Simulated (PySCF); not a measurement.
Compound: 3-phenylfuran, C10H8O.
SMILES with atom numbers: `[cH:1]1[cH:2][cH:3][c:4](-[c:5]2[cH:6][cH:7][o:8][cH:9]2)[cH:10][cH:11]1` (hydrogens: H12 on C1; H13 on C2; H14 on C3; H15 on C6; H16 on C7; H17 on C9; H18 on C10; H19 on C11)

Method: PBE0-D3(BJ)/def2-SVP geometry optimisation, gas phase (PySCF); density fitting, grid level 2; the optimiser is geomeTRIC in internal coordinates, started from a GFN2-xTB structure.

Step 0: E = -12523.6002 eV
```
atom  x, y, z in Å  |  force x, y, z in eV/Å
C1     -2.9941   -0.1372    0.1968   -0.079  -0.007  -0.001
C2     -2.3341    0.9592    0.7270   -0.037   0.066   0.001
C3     -0.9579    1.0511    0.6438   -0.038  -0.053  -0.053
C4     -0.2163    0.0453    0.0253    0.215   0.063  -0.006
C5      1.2343    0.1421   -0.0728    0.111   0.206   0.021
C6      2.1674   -0.9278   -0.2181    0.208   0.314  -0.021
C7      3.3971   -0.3554   -0.2670   -0.213  -0.087  -0.025
O8      3.3044    0.9817   -0.1724    0.071   0.040   0.029
C9      2.0010    1.2768   -0.0518   -0.137  -0.303  -0.021
C10    -0.8904   -1.0544   -0.5017    0.011   0.040   0.040
C11    -2.2671   -1.1431   -0.4170   -0.053  -0.045   0.001
H12    -4.0699   -0.2060    0.2611   -0.465  -0.036   0.036
H13    -2.8961    1.7452    1.2107   -0.232   0.332   0.208
H14    -0.4478    1.9019    1.0700    0.211   0.357   0.219
H15     1.9480   -1.9747   -0.2589   -0.107  -0.649  -0.020
H16     4.3790   -0.7746   -0.3652    0.570  -0.125  -0.037
H17     1.7399    2.3143    0.0130   -0.061   0.587   0.027
H18    -0.3319   -1.8354   -0.9952    0.240  -0.336  -0.218
H19    -2.7755   -1.9998   -0.8349   -0.217  -0.364  -0.180
```

Problem. Estimate the geometry and energy of step 1. (The exact step hangs on the optimiser's Hessian estimate; all steps are aligned on step 0, rigid shifts and turns removed.)

Solution. E = -12523.6529 eV, largest force 0.142 eV/Å
```
atom  x, y, z in Å  |  force x, y, z in eV/Å
C1     -3.0189   -0.1363    0.1955   -0.063  -0.001   0.004
C2     -2.3531    0.9681    0.7250   -0.043   0.047   0.029
C3     -0.9677    1.0559    0.6463    0.057   0.072   0.031
C4     -0.2144    0.0477    0.0263   -0.012  -0.010  -0.001
C5      1.2456    0.1431   -0.0731   -0.033  -0.020  -0.001
C6      2.1862   -0.9340   -0.2249   -0.058  -0.130  -0.007
C7      3.4182   -0.3627   -0.2738    0.100   0.059   0.000
O8      3.3181    0.9785   -0.1713   -0.023  -0.004  -0.003
C9      2.0107    1.2788   -0.0517    0.070   0.092   0.006
C10    -0.8978   -1.0574   -0.5003    0.055  -0.056  -0.037
C11    -2.2835   -1.1495   -0.4154   -0.035  -0.056  -0.027
H12    -4.1078   -0.2078    0.2618    0.029   0.002  -0.001
H13    -2.9190    1.7657    1.2143    0.018  -0.021  -0.012
H14    -0.4548    1.9137    1.0905   -0.019  -0.029  -0.013
H15     1.9650   -1.9996   -0.2667    0.011   0.056   0.004
H16     4.4259   -0.7627   -0.3687   -0.054   0.007   0.005
H17     1.7661    2.3371    0.0154    0.003  -0.056  -0.004
H18    -0.3339   -1.8498   -1.0000   -0.020   0.025   0.015
H19    -2.7947   -2.0197   -0.8365    0.016   0.024   0.012
```

The energy changes by -0.0527 eV. The first-order estimate −F·Δx gives -0.1102 eV and the mean of the old and new forces, exact on a quadratic surface, -0.0532 eV. The step makes an angle of 51° with the force vector and moves no atom by more than 0.048 Å.

The cost below is that of the whole optimisation. The run took 89 s on one thread, Arm Neoverse V2 (aarch64), shared host with 192 logical CPUs at a one-minute load of 43, and the process peaked at 0.89 GiB of memory.
